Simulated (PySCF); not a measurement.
Ho²⁺: ionisation energy

Ho²⁺ [Xe] 4f11 (high-spin determinant) → Ho³⁺ [Xe] 4f10 (high-spin determinant), as a difference of total energies. All numbers are calculated (PySCF 2.14, the spin-free X2C one-electron Hamiltonian (Gaussian nucleus), in Sapporo-DKH3-DZP-2012 (9s7p6d4f1g, 97 functions)). Correlated levels: valence: [Kr] 4d10 frozen; valence and next inner shell: [Ar] 3d10 frozen. The calculations carry no spin-orbit coupling.

```tsv
method	ionisation energy (eV)
UHF	18.653
LDA	24.780
PBE	24.274
PBE0	23.209
r2SCAN	23.463
MP2 (valence)	22.941
SCS-MP2 (valence)	22.559
MP2 (valence and next inner shell)	23.402
SCS-MP2 (valence and next inner shell)	22.833
```

How much does correlation contribute at MP2 (valence and next inner shell)?

23.402 − (18.653) = 4.749 eV, measured against UHF.

A first-order spin-orbit estimate (lowest level to lowest level, LS coupling) adds -0.052 eV.

Errors of the correlated levels include the incompleteness of this basis and the frozen core.

The determinant of Ho³⁺ and of Ho²⁺ mixes LS terms, which raises its energy above the lowest term, most at the Hartree-Fock and MP2 levels.

For comparison: 22.79 ± 0.03 eV (semi-empirical (NIST evaluation); NIST Atomic Spectra Database, ionization energies).
